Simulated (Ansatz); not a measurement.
Cost and result for the atomization energy of CH$_{6}$S$_{3}$Si (`[SiH3]CSSS`) (11 atoms, 10 bonds).

Z-matrix (Å, degrees):
```
Si
C 1 1.883
H 1 1.483 2 110.7
H 1 1.484 2 108.7 3 120.6
H 1 1.489 2 109.3 3 -120.1
S 2 1.812 1 113.5 3 -59.4
H 2 1.093 1 113.2 3 65.7
H 2 1.095 1 109.3 3 -175.5
S 6 2.027 2 104.0 1 68.0
S 9 2.056 6 107.3 2 81.9
H 10 1.347 9 98.0 6 -92.8
```

Charge 0, multiplicity 1. The structure was optimised at the PBE0-D4/def2-TZVP level. It is one conformer, not always the lowest. Program: Ansatz. All runs use 4 threads of an Arm Neoverse V1 on a shared host. Times are those of one run each, without the atoms' runs, and a repeat can differ threefold. Electronic energies, without spin–orbit coupling; frozen cores. CCSD(T)/CBS adds CCSD(T) − MP2 in def2-TZVPP to the MP2 limit, and its time is that of the two runs behind it. T1 = 0.014. B3LYP takes the VWN-RPA correlation (the form of Gaussian; ORCA's B3LYP/G).

CCSD(T)/CBS is a level of theory with its own doubt, some kJ/mol a heavy atom from the limit and from the frozen cores, so smaller differences don't rank the functionals.

```csv
level,functions,wall time
PBE-D4/def2-TZVPP (with forces),283,3.8 s
PBE0-D4/def2-TZVPP,283,5.5 s
r2SCAN-D4/def2-TZVPP (with forces),283,7.5 s
B3LYP-D4/def2-TZVPP (with forces),283,8.5 s
B2PLYP/def2-TZVPP,283,9.5 s
ωB97X-V/def2-TZVPP,283,13 s
ωB97M-V/def2-TZVPP (with forces),283,19 s
MP2/def2-QZVPP,517,42 s
CCSD(T)/def2-TZVPP,283,4.4 min
CCSD(T)/CBS(def2),–,5.1 min
```

(1) What atomization energy does each give, and how far from CCSD(T)/CBS? (Best estimate.)

Answers

(1) The calculation gave: 
| level | atomization (kJ/mol) | difference from CCSD(T)/CBS | per bond |
| --- | --- | --- | --- |
| PBE-D4/def2-TZVPP (with forces) | 3461.9 | 65.6 | 6.6 |
| PBE0-D4/def2-TZVPP | 3402.7 | 6.4 | 0.6 |
| r2SCAN-D4/def2-TZVPP (with forces) | 3417.3 | 21.0 | 2.1 |
| B3LYP-D4/def2-TZVPP (with forces) | 3387.9 | -8.4 | -0.8 |
| B2PLYP/def2-TZVPP | 3325.3 | -71.0 | -7.1 |
| ωB97X-V/def2-TZVPP | 3422.2 | 25.9 | 2.6 |
| ωB97M-V/def2-TZVPP (with forces) | 3421.8 | 25.5 | 2.6 |
| MP2/def2-QZVPP | 3378.9 | -17.4 | -1.7 |
| CCSD(T)/def2-TZVPP | 3275.0 | -121.3 | -12.1 |
| CCSD(T)/CBS(def2) | 3396.3 | 0.0 | 0.0 |

In def2-TZVPP, CCSD(T) changes the Hartree–Fock value by +912.2 kJ/mol (the triples alone add +64.8 kJ/mol) and MP2 by +944.4 kJ/mol; breaking electron pairs costs correlation energy, which Hartree–Fock lacks. The D4 term adds +56.8 kJ/mol with B3LYP and +30.0 kJ/mol with PBE0; it sums over pairs of atoms, weighted by their polarisabilities, and B3LYP, whose exchange is more repulsive, gets the larger term. From PBE to PBE0 (25 % exact exchange), in def2-TZVPP and without D4, the atomization energy moves by −54.3 kJ/mol: exact exchange takes away binding that semilocal exchange gives to molecules.
